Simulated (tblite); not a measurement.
Species: C6H11BFN.
SMILES with atom numbers: `[CH3:1][CH2:2][C:3]#[N+:4][B@H-:5]([CH3:6])/[CH:7]=[CH:8]\[F:9]` (hydrogens: H10, H11, H12 on C1; H13, H14 on C2; H15 on B5; H16, H17, H18 on C6; H19 on C7; H20 on C8)
Bond orders are those of one Lewis drawing.

Computed with GFN2-xTB (tblite), gas phase: L-BFGS steps from a force-field or distance-geometry start until the largest atomic force falls under 0.01 eV/Å.

Geometry at step 6:
```
atom  x, y, z in Å
C1      3.1725    0.4355    0.2903
C2      2.4216   -0.8942    0.3383
C3      0.9934   -0.7031    0.3203
N4     -0.1417   -0.5224    0.3098
B5     -1.6173   -0.3200    0.3064
C6     -2.3153   -1.5437   -0.4879
C7     -1.9101    1.0683   -0.4486
C8     -1.5503    2.2389    0.0093
F9     -0.8191    2.3622    1.1489
H10     2.9292    0.9797   -0.6150
H11     2.9110    1.0526    1.1423
H12     4.2443    0.2645    0.3076
H13     2.7143   -1.5117   -0.5143
H14     2.7010   -1.4354    1.2463
H15    -1.9791   -0.2630    1.4394
H16    -1.9850   -1.6165   -1.5192
H17    -3.3892   -1.3880   -0.5017
H18    -2.1324   -2.4906    0.0058
H19    -2.5076    1.0824   -1.3486
H20    -1.7453    3.2152   -0.4177
```

Question: What forces act on the atoms?

Answer: 
| atom | Fx (eV/Å) | Fy (eV/Å) | Fz (eV/Å) |
| --- | --- | --- | --- |
| C1 | -0.006 | 0.125 | -0.004 |
| C2 | -0.065 | -0.054 | 0.021 |
| C3 | 0.136 | -0.002 | 0.013 |
| N4 | -0.255 | -0.001 | 0.056 |
| B5 | 0.038 | 0.057 | 0.035 |
| C6 | 0.000 | -0.147 | -0.025 |
| C7 | -0.138 | -0.217 | -0.178 |
| C8 | 0.180 | 0.549 | 0.123 |
| F9 | 0.127 | 0.083 | 0.048 |
| H10 | -0.049 | 0.068 | -0.095 |
| H11 | -0.057 | 0.068 | 0.078 |
| H12 | 0.038 | -0.082 | 0.006 |
| H13 | -0.089 | -0.042 | -0.089 |
| H14 | -0.113 | -0.027 | 0.067 |
| H15 | 0.206 | -0.052 | 0.099 |
| H16 | 0.056 | -0.078 | -0.077 |
| H17 | -0.055 | -0.014 | -0.006 |
| H18 | 0.019 | -0.211 | -0.043 |
| H19 | 0.043 | -0.061 | -0.049 |
| H20 | -0.017 | 0.036 | 0.020 |

The largest, 0.59 eV/Å, acts on C8; the rms over all components is 0.116 eV/Å. The forces sum to zero within rounding, as they must for an isolated molecule in no field.

Question: Give the force on C8 in Eh/bohr and in nN.

Answer: 0.591 eV/Å ÷ 51.422 = 0.01149 Eh/bohr, and 0.591 eV/Å × 1.602 = 0.95 nN.

Question: How far is this geometry from the end of the optimisation?

Answer: 0.139 eV above it, and 0.573 Å rms away after alignment. The bonds farthest from their final lengths, with half the difference of the two atoms' forces along the bond (positive lengthens):

| bond | now (Å) | final (Å) | force along bond (eV/Å) |
| --- | --- | --- | --- |
| B5–C6 | 1.617 | 1.639 | +0.10 |
| N4–B5 | 1.489 | 1.476 | -0.14 |
| C7=C8 | 1.307 | 1.317 | +0.44 |
| C8–F9 | 1.360 | 1.368 | -0.07 |
| C2–C3 | 1.441 | 1.433 | -0.10 |
| C6–H18 | 1.083 | 1.088 | +0.03 |

The angle farthest from its final value is B5–C7–C8, 124.0° against 130.8°.

Of the 3 listed bonds off by 0.010 Å or more, this force points towards the final length in 3.

What follows is the cost of the whole relaxation. Time: 1.5 s of wall time. Hardware: Arm Neoverse N1, one thread, no GPU (shared host).
